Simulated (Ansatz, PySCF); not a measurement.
Molecule: PO, net charge 0, doublet state. 
Structure (B3LYP-D3(BJ)/def2-TZVP (Ansatz, a program for electronic structure) minimum search):
```xyz
2

P      0.0000     0.0000    -0.5147
O      0.0000     0.0000     0.9651
```
Charge 0, spin multiplicity 2.

Total electronic energies in hartree. Correlated levels leave the core frozen unless marked. Open shells are spin-unrestricted. No spin-orbit coupling. No relativistic terms. CBS(X,Y): correlation extrapolated as X^-3; Hartree-Fock from the larger set (for Q and 5 zeta extrapolated as (X+1)exp(-9√X)). The bracket is a focal-point correction in the basis named. The program attaches cautions to a run behind HF/STO-3G: large difference. The program attaches cautions to a run behind CCSD(T)/STO-3G: large difference.

| level | program | energy (Eh) |
|---|---|---|
| HF/STO-3G | Ansatz | -410.68559 |
| PBE-D4/def2-TZVPD | Ansatz + dftd4 | -416.35878 |
| PBE0/def2-TZVPD | Ansatz | -416.37542 |
| PBE0/def2-QZVPP | Ansatz | -416.39002 |
| BHLYP-D4/def2-TZVPD | Ansatz + dftd4 | -416.54872 |
| TPSSh-D4/def2-TZVPD | PySCF + dftd4 | -416.60137 |
| r2SCANh-D4/def2-TZVPD | Ansatz + dftd4 | -416.51506 |
| r2SCAN0/def2-TZVPD | Ansatz | -416.50228 |
| B2GP-PLYP/def2-TZVPD | Ansatz | -416.36603 |
| MP2/aug-cc-pV(D+d)Z | Ansatz | -415.89163 |
| MP2/aug-cc-pV(Q+d)Z | Ansatz | -416.02242 |
| MP2/CBS(cc-pV(T+d)Z,cc-pV(Q+d)Z) | Ansatz | -416.0377 |
| RI-MP2/def2-TZVPPD | Ansatz | -415.97991 |
| CCSD/aug-cc-pV(T+d)Z | Ansatz | -415.99721 |
| CCSD/def2-TZVPP | Ansatz | -415.98415 |
| CCSD/def2-TZVPPD | Ansatz | -415.98758 |
| CCSD(T)/STO-3G | Ansatz | -410.80300 |
| CCSD(T)/aug-cc-pV(T+d)Z | Ansatz | -416.01696 |
| CCSD(T)/cc-pVTZ | Ansatz | -416.00137 |
| CCSD(T)/def2-TZVPPD | Ansatz | -416.00657 |
| CCSDT(Q)/cc-pV(D+d)Z | Ansatz | -415.88330 |
| RI-MP2/CBS(aug-cc-pV(T+d)Z,aug-cc-pV(Q+d)Z)+[CCSD(T)-MP2]/aug-cc-pV(D+d)Z | Ansatz | -416.0628 |
| CCSD(T)/CBS(cc-pV(Q+d)Z,cc-pV(5+d)Z) | Ansatz | -416.0650 |

Totals of different functionals don't rank their quality; only differences between species are comparable.
